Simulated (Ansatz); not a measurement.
Potential energy curve for H₄B₂, SMILES BB. The B1–B4 bond (B1 also carries H, H; B4 carries H, H) is varied alone, starting from the PBE0/def2-TZVP optimised geometry. Each curve is given relative to its own lowest point near equilibrium.

| R / Å | A | B | C |
|---|---|---|---|
| 1.21 | 88.4 | 88.1 | 89.0 |
| 1.30 | 47.4 | 47.1 | 47.8 |
| 1.37 | 26.8 | 26.6 | 27.1 |
| 1.48 | 8.2 | 8.1 | 8.3 |
| 1.55 | 2.5 | 2.5 | 2.6 |
| 1.59 | 0.8 | 0.8 | 0.8 |
| 1.63 | 0.0 | 0.0 | 0.0 |
| 1.70 | 0.4 | 0.4 | 0.3 |
| 1.73 | 1.1 | 1.1 | 1.0 |
| 1.80 | 3.9 | 3.8 | 3.7 |
| 1.86 | 7.1 | 6.9 | 6.9 |
| 2.01 | 17.5 | 17.1 | 17.0 |
| 2.21 | 33.8 | 32.7 | 32.8 |
| 2.43 | 52.0 | 49.8 | 50.3 |
| 2.69 | 72.0 | 67.9 | 69.5 |
| 2.87 | 84.3 | 78.4 | 81.1 |
| 3.27 | 106.7 | — | — |
| 3.55 | 118.4 | — | — |
| 3.99 | 131.1 | — | — |
| 4.46 | 137.8 | — | — |
| 4.83 | 139.2 | — | — |

Energies in kcal/mol.

**Question.** Match the curves with the methods CCSD(T) on RHF/cc-pVTZ, frozen core in Ansatz (an electronic-structure program); MP2 on RHF/cc-pVTZ, frozen core (Ansatz); CCSD on UHF/cc-pVTZ, frozen core run with Ansatz.

**Answer.** A is RMP2; B is RCCSD(T); C is UCCSD.

Dashes: no converged value, or the column stops at the first point that the program doubted or that broke a chosen test of continuity, which isn't proof of a fault.

The T1 diagnostic of CCSD on the restricted reference of RCCSD(T), RMP2 exceeds 0.045 at 4.46 to 5.73 Å. The restricted form behind RMP2 keeps the bonding electrons paired and can't separate into open-shell fragments. The unrestricted determinant behind UCCSD is spin-contaminated at 2.69 to 5.73 Å (<S²> up to 1.0, against 0.00 for a pure singlet).
